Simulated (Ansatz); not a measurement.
`BC=O` + `F[C@H]1C[Si@@H]1Cl` → `B[C@H]1C[Si@H]1Cl` + `O=CF`  (formal exchange of groups at a B–C bond)

Isolated molecules relaxed with PBE0-D4/def2-TZVP in Ansatz; ΔE leaves out vibrations. CCSD(T)/CBS is the MP2 limit (def2-TZVPP, def2-QZVPP) plus CCSD(T) − MP2 in def2-TZVPP, frozen cores. This one scheme is used for every species. Functionals use def2-TZVPP. B3LYP here is the variant with VWN-RPA as its local correlation; programs differ in this.

| level | ΔE (kJ/mol) |
| --- | --- |
| B3LYP-D4 | -166.8 |
| ωB97X-V | -169.1 |
| B3LYP | -160.7 |
| CCSD(T)/def2-TZVPP | -175.2 |

Task: What does CCSD(T)/CBS give? (Estimate.)

Result: The calculation gave: -172.4 kJ/mol. The listed levels differ from it by 5.6, 3.3, 11.7, -2.8 kJ/mol.

Largest T1 diagnostic among the species: 0.021, so the coupled-cluster value is less sure than usual.

In def2-TZVPP, CCSD(T) changes the Hartree–Fock value by −5.9 kJ/mol (the triples alone add −1.4 kJ/mol) and MP2 by −20.0 kJ/mol. From PBE to PBE0 (25 % exact exchange), in def2-TZVPP and without D4, ΔE moves by −9.2 kJ/mol. The D4 term adds −6.2 kJ/mol with B3LYP and −3.4 kJ/mol with PBE0; it sums over pairs of atoms, weighted by their polarisabilities, and B3LYP, whose exchange is more repulsive, gets the larger term.
